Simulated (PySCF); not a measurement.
Compound: C7H12SSi.
Structure used (PBE0-D3(BJ)/def2-SVP), in Å, numbered top down from 1:
```xyz
21
C7H12SSi angstrom
C     -1.0747    0.0281   -2.3946
C     -1.2838   -0.6170   -1.2476
C     -0.8756   -0.1094    0.1058
C     -2.0421    0.1302    1.0378
C     -3.3342    0.0404    0.7220
C      0.0865   -1.0744    0.7463
C      1.2783   -0.7755    1.2759
S      1.9177    0.8760    1.3895
Si     3.9421    0.4676    0.7956
H     -0.5839    1.0063   -2.4176
H     -1.3848   -0.3964   -3.3530
H     -1.7790   -1.5966   -1.2617
H     -0.3440    0.8518   -0.0191
H     -1.7551    0.4009    2.0610
H     -3.6636   -0.2155   -0.2891
H     -4.1104    0.2378    1.4656
H     -0.2363   -2.1210    0.7964
H      1.8941   -1.5614    1.7266
H      4.7056    1.7236    1.0422
H      4.0350    0.0883   -0.6451
H      4.4887   -0.6485    1.6256
```

Level of theory: PBE0-D3(BJ)/def2-SVP geometry optimisation, gas phase in PySCF 2.14.0.

Take the most abundant isotopes and a rigid rotor. The values belong to one conformer with, in the numbering `[CH2:1]=[CH:2][CH:3]([CH:4]=[CH2:5])/[CH:6]=[CH:7]\[S:8][SiH3:9]`, C1–C2–C3–C4 117°, C2–C3–C4–C5 -6°, C2–C3–C6–C7 129°, C6–C7–S8–Si9 -137°.

Problem. What are A, B and C (MHz)?

Solution. Ia = 234.07, Ib = 962.08, Ic = 1079.86 u·Å²; 505379 MHz·u·Å²/I gives A = 2159, B = 525.3, C = 468.0 MHz.

Problem. Classify the top.

Solution. A near-prolate asymmetric top. Ray's parameter κ = (2B − A − C)/(A − C) = -0.932; −1 is the prolate and +1 the oblate limit.

Problem. Is it planar, by Δ = Ic − Ia − Ib?

Solution. Not planar: Δ = Ic − Ia − Ib = -116.29 u·Å². For a rigid frame Δ = −2 Σ m c², so Σ m c² = 58.14 u·Å² lies off the ab plane: 15.67 from hydrogen and 42.48 from heavier atoms. The atom farthest from that plane is 2.12 Å away.

Problem. List the rotational levels J(Ka,Kc) to J = 5 (MHz).

Solution. Above 0(0,0):
J = 1: 1(0,1) 993, 1(1,1) 2627, 1(1,0) 2684
J = 2: 2(0,2) 2978, 2(1,2) 4556, 2(1,1) 4728, 2(2,1) 9630, 2(2,0) 9631
J = 3: 3(0,3) 5952, 3(1,3) 7449, 3(1,2) 7793, 3(2,2) 12610, 3(2,1) 12617, 3(3,1) 20923, 3(3,0) 20923
J = 4: 4(0,4) 9911, 4(1,4) 11305, 4(1,3) 11878, 4(2,3) 16582, 4(2,2) 16604, 4(3,2) 24899, 4(3,1) 24899, 4(4,1) 36533, 4(4,0) 36533
J = 5: 5(0,5) 14848, 5(1,5) 16122, 5(1,4) 16981, 5(2,4) 21545, 5(2,3) 21596, 5(3,3) 29870, 5(3,2) 29871, 5(4,2) 41503, 5(4,1) 41503, 5(5,1) 56462, 5(5,0) 56462

Problem. Predict some low-J microwave lines.

Solution. The dipole components are |μa| = 0.22 D, |μb| = 0.53 D, |μc| = 0.96 D. The squared components, which scale the intensities, stand as 0.05 : 0.30 : 1.00 (a : b : c). Some lines, for components of 0.1 D or more:

```tsv
type	branch	J(Ka,Kc)	MHz	lower level (cm⁻¹)
b	R	2(0,2) ← 1(1,1)	351	0.088
a	R	1(0,1) ← 0(0,0)	993	0.000
c	Q	2(1,2) ← 2(0,2)	1578	0.099
c	Q	1(1,1) ← 1(0,1)	1634	0.033
b	Q	1(1,0) ← 1(0,1)	1691	0.033
b	Q	2(1,1) ← 2(0,2)	1750	0.099
a	R	2(1,2) ← 1(1,1)	1929	0.088
a	R	2(0,2) ← 1(0,1)	1985	0.033
a	R	2(1,1) ← 1(1,0)	2044	0.090
b	R	1(1,1) ← 0(0,0)	2627	0.000
c	R	1(1,0) ← 0(0,0)	2684	0.000
b	R	2(1,2) ← 1(0,1)	3563	0.033
c	R	2(1,1) ← 1(0,1)	3735	0.033
c	Q	2(2,1) ← 2(1,1)	4901	0.158
b	Q	2(2,0) ← 2(1,1)	4903	0.158
b	Q	2(2,1) ← 2(1,2)	5073	0.152
b	R	2(2,1) ← 1(1,0)	6945	0.090
c	R	2(2,0) ← 1(1,0)	6947	0.090
c	R	2(2,1) ← 1(1,1)	7003	0.088
b	R	2(2,0) ← 1(1,1)	7004	0.088
```

Problem. Estimate the classical rotational partition function at 25 K, 100 K and 298.15 K.

Solution. Point group C1, symmetry number σ = 1; q = (√π/σ)·√((kT/h)³/(ABC)), k/h = 20836.6 MHz/K: 28900 at 25 K, 231000 at 100 K, 1190000 at 298.15 K.

No PBE0-D3(BJ)/def2-SVP frequencies stand behind this structure, so it isn't proved a minimum. Zero-point vibration and centrifugal distortion are left out. A rigid rotor knows nothing of internal rotation, which can split or shift real lines.

The run took about 5 min of CPU time (one thread, shared machine). These figures are those of the optimisation.
